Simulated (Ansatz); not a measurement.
`F[SiH](F)Cl` + silanol → `F[SiH](Cl)O[SiH3]` + H–F at 400 K and 1 bar (ligand exchange at the Si–F bond).

Gas-phase electronic energies from Ansatz, PBE0-D4/def2-TZVP geometries. CBS: MP2 limit from def2 TZ/QZ plus the TZ coupled-cluster correction, frozen cores. This one scheme is used for every species. One conformer a species, not always the lowest.

```
            species  CCSD(T)/CBS energy (Eh)  H − E (kJ/mol)  S (J/(mol·K))
      `F[SiH](F)Cl`               -949.23245            65.7          320.7
          `O[SiH3]`               -366.69042           120.0          276.4
`F[SiH](Cl)O[SiH3]`              -1215.52253           150.1          418.4
                H–F               -100.39570            36.5          182.2
```

H − E and S are ideal-gas, rigid-rotor, harmonic terms from PBE0-D4/def2-TZVP, for one conformer and one mirror image of each species. 1 Eh = 2625.50 kJ/mol, R = 8.31446 J/(mol·K).

By hand: ΔE, ΔH, ΔS and ΔG.

ΔE = (-1215.52253) + (-100.39570) − (-949.23245) − (-366.69042) = 0.00464 Eh = 12.2 kJ/mol. Δ(H − E) = 150.1 + 36.5 − 65.7 − 120.0 = 0.9, so ΔH = 13.1 kJ/mol. ΔS = 418.4 + 182.2 − 320.7 − 276.4 = 3.5 J/(mol·K). ΔG = 13.1 − 400 × (3.5)/1000 = 11.7 kJ/mol.

By hand: the equilibrium constant, and the temperature at which ΔG would vanish if ΔH and ΔS stayed fixed.

log₁₀ K = −ΔG/(RT ln 10) = -1.5. ΔG = 0 at ΔH/ΔS = 3743 K, far beyond where these terms or the molecules hold.

The number of gas molecules stays the same, so ΔS is small and ΔH decides. A doubt of 5 kJ/mol in ΔE shifts log₁₀ K by 0.7 here. Other conformers and mirror images would add mixing entropy, several J/(mol·K) or more a flexible species. Modes under 60 cm⁻¹, often nearly free rotors, make the harmonic entropy too high. These are equilibria of isolated gas molecules and say nothing of rates. Largest T1 diagnostic: 0.011 (customary marks: 0.02 for closed shells, 0.045 for open ones).
